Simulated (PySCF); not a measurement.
# Correlation energy of V²⁺ (vanadium, charge +2)

[Ar] 3d2 4s1, high-spin 4F determinant (an excited configuration). All numbers are calculated (PySCF 2.14, the non-relativistic Hamiltonian (point nucleus), in aug-cc-pVTZ (8s7p5d3f2g, 93 functions)). Frozen: [Ar]; 3 electrons correlated.

```json
{"level": "CCSD", "correlation energy (mhartree)": "-13.12"}
{"level": "(T)", "correlation energy (mhartree)": "-0.05"}
{"level": "CCSD(T)", "correlation energy (mhartree)": "-13.17"}
```

Diagnostics: T1 = 0.0034, D1 = 0.0066, largest double amplitude 0.015.

Cost of the coupled-cluster step: roughly 15 core-seconds, for 3 correlated electrons.
